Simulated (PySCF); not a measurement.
C2H3O2, SMILES CO[C]=O, multiplicity 2. Atoms are numbered in the order given.

```xyz
7

C     -0.4416    -1.3151     0.0000
O      0.7243    -0.4745     0.0000
C      0.5111     0.8141     0.0000
O     -0.5053     1.4240     0.0000
H     -1.0469    -1.1217    -0.8971
H     -0.0749    -2.3470     0.0000
H     -1.0469    -1.1217     0.8971
```
Charge 0, spin multiplicity 2.

Coordinates come from a PBE0-D3(BJ)/def2-SVP optimisation. The isomer is the one that the SMILES or the coordinates give; other isomers of the formula were not compared. Other conformers were not sampled.

These are PySCF with PBE0/pcH-1 values and carry that method's errors.

Unrestricted Kohn–Sham, ⟨S²⟩ = 0.753. Hyperfine tensors hold the contact and dipolar terms, without spin-orbit corrections.

Computed hyperfine couplings:
```tsv
nucleus	A(iso) (MHz)	A(iso) (G)	dipolar principal values (MHz)
13C no. 1	23.4	8.4	-7.2, -6.4, 13.5
17O no. 2	-242.6	-86.6	-21.2, 8.8, 12.3
13C no. 3	627.4	223.9	-52.3, -41.7, 94.0
17O no. 4	-51.3	-18.3	-96.5, 43.1, 53.4
1H no. 5	-5.5	-2.0	-4.6, -0.4, 5.0
1H no. 6	-2.0	-0.7	-4.5, -1.1, 5.6
1H no. 7	-5.5	-2.0	-4.6, -0.4, 5.0
```

Task: And the g tensor (effective nuclear charges for spin-orbit coupling, GIAO)? (An estimate is asked for; the answer gives what the named calculation found.)

Result: principal values 1.9978, 2.0017, 2.0042; isotropic 2.0012.
